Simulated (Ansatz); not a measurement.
Mulliken charges of `C[Se]CF` from r2SCAN/def2-TZVPP in Ansatz (PBE0-D4/def2-TZVP geometry).

```json
{"atom": "C1", "x (Å)": "-0.449", "y (Å)": "0.859", "z (Å)": "-1.080", "charge (e)": "-0.270"}
{"atom": "Se2", "x (Å)": "1.233", "y (Å)": "0.396", "z (Å)": "-0.227", "charge (e)": "-0.001"}
{"atom": "C3", "x (Å)": "0.505", "y (Å)": "-0.810", "z (Å)": "1.091", "charge (e)": "0.043"}
{"atom": "F4", "x (Å)": "0.093", "y (Å)": "-2.007", "z (Å)": "0.553", "charge (e)": "-0.223"}
{"atom": "H5", "x (Å)": "-0.213", "y (Å)": "1.549", "z (Å)": "-1.888", "charge (e)": "0.095"}
{"atom": "H6", "x (Å)": "-1.112", "y (Å)": "1.348", "z (Å)": "-0.368", "charge (e)": "0.090"}
{"atom": "H7", "x (Å)": "-0.914", "y (Å)": "-0.035", "z (Å)": "-1.491", "charge (e)": "0.109"}
{"atom": "H8", "x (Å)": "-0.353", "y (Å)": "-0.343", "z (Å)": "1.577", "charge (e)": "0.073"}
{"atom": "H9", "x (Å)": "1.299", "y (Å)": "-1.002", "z (Å)": "1.816", "charge (e)": "0.083"}
```

**Question.** By hand: the dipole of these point charges (1 e Å = 4.8032 D).

**Answer.** Σ q r = (-0.017, 0.337, 0.106) e Å, of length 0.354 e Å = 1.70 D.

**Question.** How does the dipole of the full density compare? (Best estimate.)

**Answer.** Ansatz gave: (-0.208, 0.249, 0.101) e Å, 1.63 D; the point charges give 1.04 times that, at 35° from its direction.

Point charges leave out the atoms' own dipoles, such as those of lone pairs, and Mulliken's split depends on the basis, so the two needn't agree.
